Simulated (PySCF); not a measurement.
C2H5AlBrN. Atoms are numbered in the order given.

```xyz
10

Al     0.6356     0.0923    -0.0439
Br    -1.5463     0.0912     0.5304
C      1.2551    -0.9105    -1.5784
C      2.5508    -0.9305    -1.9284
H      0.5638    -1.4916    -2.2047
H      2.9222    -1.4938    -2.7951
H      3.3185    -0.3823    -1.3656
N      1.7240     1.0431     0.9703
H      1.4250     1.5756     1.7808
H      2.7250     1.1431     0.8399
```

Geometry: ωB97X-D3(BJ)/def2-SVP. The structure was generated by enumeration; whether it is a known compound was not checked. The values are those of a single conformer.

The numbers are results of ωB97X/def2-TZVP in PySCF, not measurements.

| Quantity | Result |
|---|---|
| total energy | -2950.69770 hartree |
| highest occupied level | -10.02 eV |
| lowest empty level | 0.93 eV |
| orbital gap | 10.94 eV |
| dipole moment | 2.47 D |
| quadrupole, principal values (traceless, Buckingham form, about the centre of nuclear charge) | -4.75, 0.54, 4.21 D·Å |
| mean static polarisability | 73.6 bohr³ (10.90 Å³) |
| polarisability, principal values | 53.5, 70.0, 97.2 bohr³ |
